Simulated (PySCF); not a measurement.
Isomers of CH6B2O. Isolated molecules, 0 K electronic values unless said otherwise. One relaxed conformer stands for each flexible species; it need not be the lowest. Strings in code marks are SMILES.

The four lowest singlet excitations (Tamm–Dancoff). Method: B3LYP-D3(BJ)/def2-TZVP (PySCF). B3LYP has the VWN-RPA correlation part, as in Gaussian. Excitations are Tamm–Dancoff values on a coarser integration grid. The basis has no diffuse functions, so Rydberg states are missing or too high.

| state | energy (eV) | wavelength (nm) | oscillator strength |
|---|---|---|---|
| S1 | 5.67 | 219 | 0.024 |
| S2 | 5.82 | 213 | 0.010 |
| S3 | 6.46 | 192 | 0.002 |
| S4 | 7.42 | 167 | 0.004 |

Task: Name which member gives these states.
A) `BC(B)O`
B) `BCBO`
C) `BOBC`

Result: B, `BCBO`
